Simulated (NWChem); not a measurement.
System meant: AlH₃S₂; SMILES [SH][AlH][SH]

NWChem input:

```
start job
memory heap 200 mb stack 700 mb global 900 mb
geometry units angstroms noautoz
  Al     0.000000     0.000000    -0.750432
  H      0.000000     0.000000    -2.331242
  S     -1.849523     0.000000     0.410352
  H     -2.633601     0.000000    -0.691234
  S      1.849523     0.000000     0.410352
  H      2.633601     0.000000    -0.691234
end
basis spherical
  * library def2-svp
end
dft
  odft
  mult 2
  xc pbe0
  iterations 150
  mulliken
end
task dft energy
```

End of the output:

```
 Summary of "ao basis" -> "" (spherical)
 ------------------------------------------------------------------------------
       Tag                 Description            Shells   Functions and Types
 ---------------- ------------------------------  ------  ---------------------
 *                          def2-svp                  on all atoms

                                 NWChem DFT Module
                                 -----------------

 Summary of "ao basis" -> "ao basis" (spherical)
 ------------------------------------------------------------------------------
       Tag                 Description            Shells   Functions and Types
 ---------------- ------------------------------  ------  ---------------------
 Al                         def2-svp                 8       18   4s3p1d
 H                          def2-svp                 3        5   2s1p
 S                          def2-svp                 8       18   4s3p1d

 Summary of "ao basis" -> "ao basis" (spherical)
 ------------------------------------------------------------------------------
       Tag                 Description            Shells   Functions and Types
 ---------------- ------------------------------  ------  ---------------------
 Al                         def2-svp                 8       18   4s3p1d
 H                          def2-svp                 3        5   2s1p
 S                          def2-svp                 8       18   4s3p1d

      Symmetry analysis of basis
      --------------------------

        a1         29
        a2          7
        b1         22
        b2         11

  number of electrons :                   48
  multiplicity        :                    2
 ------------------------------------------------------------------------
  no. of electrons and multiplicity not compatible                  48
 ------------------------------------------------------------------------
 ------------------------------------------------------------------------
  current input line :
    21: task dft energy
 ------------------------------------------------------------------------
 ------------------------------------------------------------------------
 There is an error in the input file
 ------------------------------------------------------------------------
 For more information see the NWChem manual at https://nwchemgit.github.io

0: no. of electrons and multiplicity not compatible:Received an Error in Communication
```

What is wrong, and how is it mended?

The input was rejected before any calculation. Cause: the multiplicity doesn't fit the number of electrons (an even count wants an odd multiplicity, and the reverse). This input runs:
```
start job
memory heap 200 mb stack 700 mb global 900 mb
geometry units angstroms noautoz
  Al     0.000000     0.000000    -0.750432
  H      0.000000     0.000000    -2.331242
  S     -1.849523     0.000000     0.410352
  H     -2.633601     0.000000    -0.691234
  S      1.849523     0.000000     0.410352
  H      2.633601     0.000000    -0.691234
end
basis spherical
  * library def2-svp
end
dft
  xc pbe0
  iterations 150
  mulliken
end
task dft energy
```
It converges to -1039.97759 Ha (PBE0/def2-SVP).
